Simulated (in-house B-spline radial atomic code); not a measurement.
Checks on a self-consistent run for the cerium ion Ce⁷⁺, 1s1 2s2 2p6 3s2 3p6 3d10 4s2 4p6 4d10 5s2 5p4. Computed with a radial B-spline atomic code at the basis-set limit: Dirac-Hartree-Fock, average of configuration, Fermi nucleus of rms radius 4.8771 fm.

```csv
orbital,q,ε (Eh),<1/r>,<r²>,small-component weight
1s1/2,1,-1531.40683,63.5757,0.000817554,0.046409
2s1/2,2,-254.66436,15.2407,0.0126715,0.010398
2p1/2,2,-242.44532,15.1654,0.00921589,0.01035
2p3/2,4,-224.99126,13.7192,0.0104523,0.0097297
3s1/2,2,-60.06332,5.52748,0.0850473,0.0032222
3p1/2,2,-54.31554,5.43593,0.0794953,0.003151
3p3/2,4,-50.77777,5.07752,0.0866515,0.0029836
3d3/2,4,-40.19830,4.94336,0.0703645,0.0028596
3d5/2,6,-39.43272,4.85046,0.0724118,0.0028084
4s1/2,2,-15.90142,2.29321,0.431612,0.00099402
4p1/2,2,-13.57338,2.19298,0.456253,0.0009271
4p3/2,4,-12.78306,2.08289,0.491655,0.0008784
4d3/2,4,-8.71472,1.8806,0.565344,0.00074079
4d5/2,6,-8.56852,1.85145,0.579389,0.00072579
5s1/2,2,-4.99092,0.972159,2.0837,0.00026179
5p1/2,1.3333,-4.23006,0.905952,2.3778,0.00023505
5p3/2,2.6667,-4.07167,0.870356,2.53506,0.00022312
```

Electron-electron repulsion V_ee = 2880.2755 hartree.

**Question.** What total energy follows from the eigenvalues?

**Answer.** The eigenvalues count the repulsion twice, so E = Σqε - V_ee = -4477.681 - 2880.276 = -7357.957 hartree; the run printed -7357.957.

**Question.** Does the Dirac virial theorem hold?

**Answer.** For a point nucleus E = -2c²Σq·w, with w the small-component weight. Here Σq·w = 0.1959 and c = 137.0360, so the ratio E/(-2c²Σq·w) is 1.000060; the finite nucleus accounts for the departure from 1.

**Question.** What diamagnetic shielding (Lamb formula) and susceptibility (Langevin formula) do the radii give?

**Answer.** σ = (α²/3)Σq<1/r> = 311.786/(3·137.036²) = 5534.3 ppm, and χ = -0.79199×10⁻⁶·Σq<r²> = -19.84×10⁻⁶ cm³/mol with Σq<r²> = 25.056 bohr². Both are non-relativistic formulas without the paramagnetism of open shells; for so heavy an element the full relativistic shielding is larger by tens of per cent.
